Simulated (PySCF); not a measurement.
Spin-rotation constants: SMILES O=S(=O)(O)[C@H]1CCS1, C3H6O3S2

Geometry:
```csv
atom,x (Å),y (Å),z (Å)
O1,2.165,-1.460,-0.178
S2,1.514,-0.223,0.091
O3,1.128,0.087,1.434
O4,2.450,0.968,-0.442
C5,0.071,-0.069,-1.008
C6,-1.086,-0.830,-0.385
C7,-1.672,0.386,0.335
S8,-0.691,1.538,-0.702
H9,2.346,1.753,0.100
H10,0.398,-0.291,-2.018
H11,-0.758,-1.636,0.273
H12,-1.768,-1.230,-1.136
H13,-2.743,0.539,0.239
H14,-1.355,0.467,1.372
```

Method used: GIAO BHandHLYP/pcSseg-1 magnetisability, rotational g tensor and spin-rotation constants, non-relativistic, gas phase (PySCF). Geometry: GFN2-xTB.

(1) Give the nuclear spin-rotation constants along the inertial axes (H = +C I·J) beside the isotropic shieldings.

(2) How do the rotational constants and the g tensor change when H9, H10, H11, H12, H13, H14 are replaced by deuterium?

Results:

(1) Rotational constants 2.7266, 1.2832, 1.1241 GHz. A star marks the isotopologue with that one atom substituted, in its own axes.
| atom | isotope | Caa (kHz) | Cbb (kHz) | Ccc (kHz) | mean (kHz) | σ (ppm) |
| --- | --- | --- | --- | --- | --- | --- |
| H9 | 1H | -0.329 | -0.047 | -0.033 | -0.136 | 26.3 |
| H10 | 1H | -0.315 | -0.145 | 0.067 | -0.131 | 27.8 |
| H11 | 1H | -0.150 | -0.035 | -0.114 | -0.100 | 29.1 |
| H12 | 1H | -0.175 | -0.103 | -0.032 | -0.103 | 28.5 |
| H13 | 1H | 0.112 | -0.128 | -0.136 | -0.051 | 29.0 |
| H14 | 1H | -0.242 | -0.136 | 0.049 | -0.110 | 27.5 |
| O1 | 17O* | -0.591 | -0.289 | -0.223 | -0.368 | 135.7 |
| S2 | 33S* | 1.146 | 0.552 | 0.432 | 0.710 | 164.8 |
| O3 | 17O* | -0.595 | -0.243 | -0.233 | -0.357 | 146.7 |
| O4 | 17O* | -0.650 | -0.160 | -0.238 | -0.349 | 161.3 |
| C5 | 13C* | 0.592 | 0.289 | 0.249 | 0.377 | 115.4 |
| C6 | 13C* | 0.438 | 0.199 | 0.178 | 0.272 | 157.0 |
| C7 | 13C* | 0.463 | 0.162 | 0.211 | 0.279 | 154.8 |
| S8 | 33S* | 0.641 | 0.465 | 0.264 | 0.457 | 454.1 |

For the geometry as given, no vibrational averaging.

(2) Constants 2.4405, 1.2018, 1.0508 GHz; g -0.0345, -0.0160, -0.0173, against -0.0379, -0.0172, -0.0185 before.
